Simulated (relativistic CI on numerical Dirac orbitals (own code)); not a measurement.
# Spin-allowed bands of a d3 ion in a tetrahedral site, by hand

Problem. Take Δ = 7600 cm⁻¹ and B = 800 cm⁻¹ for a d3 ion in a tetrahedral site. Calculate the three spin-allowed bands.

Working.
1. The terms of highest spin are 4F (energy 0) and 4P (15B = 12000 cm⁻¹). Here the F term splits into A2 at +1.2Δ = 9120, T2 at +0.2Δ = 1520 and T1 at −0.6Δ = -4560 cm⁻¹.
2. The two T1 states mix through the element 0.4Δ: H = [[-4560, 3040], [3040, 12000]], with roots ½(H₁₁ + H₂₂) ∓ ½√[(H₂₂ − H₁₁)² + 4H₁₂²] = ½(7440) ∓ ½(17641) = -5100 and 12540 cm⁻¹.
3. The ground term is 4T1 at -5100 cm⁻¹.
4. Bands: 4T2 6620 cm⁻¹ (1510 nm), 4A2 14220 cm⁻¹ (703 nm), 4T1(P) 17641 cm⁻¹ (567 nm).

Check. Exact diagonalisation of the whole d3 shell with these parameters gives 4T2 6620, 4A2 14220, 4T1 17641 cm⁻¹. The match is exact, since without spin-orbit coupling no other term has this spin. The ratio of the second band to the first, 2.148, depends on Δ/B = 9.5 alone, which is how a Tanabe-Sugano diagram is read.
